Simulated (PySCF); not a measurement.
SiH2MeBr, CH5BrSi.
Structure used (PBE0-D3(BJ)/def2-SVP), in Å, numbered top down from 1:
```xyz
8
CH5BrSi angstrom
Si     0.4670   -0.6469    0.3047
H      0.4050   -0.8203    1.7843
H      1.8913   -0.6455   -0.1352
C     -0.4270    0.8961   -0.2472
H      0.0490    1.7877    0.1918
H     -1.4797    0.8693    0.0714
H     -0.3971    0.9878   -1.3431
Br    -0.5085   -2.4282   -0.6266
```

Method used: TDDFT wB97X-D/def2-SVPD, vertical, gas phase, core orbitals frozen in the response (PySCF 2.14.0, density-fitted response routines). The wB97X-D/def2-SVPD calculation is non-relativistic and has no spin–orbit coupling, an omission that weighs most on bromine.

Transition dipole moments from the ground state, in atomic units and in the frame of the coordinates above (overall signs are arbitrary), for the states with f of 0.002 or more among the lowest 7:

```tsv
state	E (hartree)	μx	μy	μz
S1	0.2558	0.229	0.019	-0.268
S2	0.2573	0.252	-0.127	0.209
S3	0.2923	-0.073	0.002	0.085
S4	0.2946	-0.188	0.517	-0.101
S5	0.3072	0.080	0.013	-0.106
S6	0.3128	-0.086	0.072	-0.058
S7	0.3183	0.058	-0.297	0.023
```

Question: What oscillator strength does each state have?

Answer: f = (2/3) ΔE |μ|² with ΔE in hartree (27.2114 eV).

```json
{"state": "S1", "|μ|² (au)": "0.124", "|μ| (D)": "0.90", "f": "0.021"}
{"state": "S2", "|μ|² (au)": "0.124", "|μ| (D)": "0.89", "f": "0.021"}
{"state": "S3", "|μ|² (au)": "0.013", "|μ| (D)": "0.28", "f": "0.002"}
{"state": "S4", "|μ|² (au)": "0.313", "|μ| (D)": "1.42", "f": "0.061"}
{"state": "S5", "|μ|² (au)": "0.018", "|μ| (D)": "0.34", "f": "0.004"}
{"state": "S6", "|μ|² (au)": "0.016", "|μ| (D)": "0.32", "f": "0.003"}
{"state": "S7", "|μ|² (au)": "0.092", "|μ| (D)": "0.77", "f": "0.020"}
```

Question: Label these states by symmetry in Cs.

Answer: Polarised normal to the mirror plane, so A″: S1, S3 and S5. Polarised in the mirror plane, so A′: S2, S4, S6 and S7.

Question: What angle do the transition dipoles of S2 and S4 make?

Answer: |cos θ| = |μa·μb| / (|μa| |μb|) = 0.68, so θ ≈ 47° (taken between 0 and 90°, since the signs are arbitrary).

Question: What peak molar absorption coefficient would the strongest computed level give as a lone Gaussian band 0.3 eV wide at half height?

Answer: ε(max) = 2.175×10⁸ f / FWHM, with the width in cm⁻¹. S4: 2.175×10⁸ × 0.0615 / 2420 ≈ 5500 L mol⁻¹ cm⁻¹.

The vertical ionisation energy (ΔSCF) is 10.63 eV, 1.96 eV above S7.
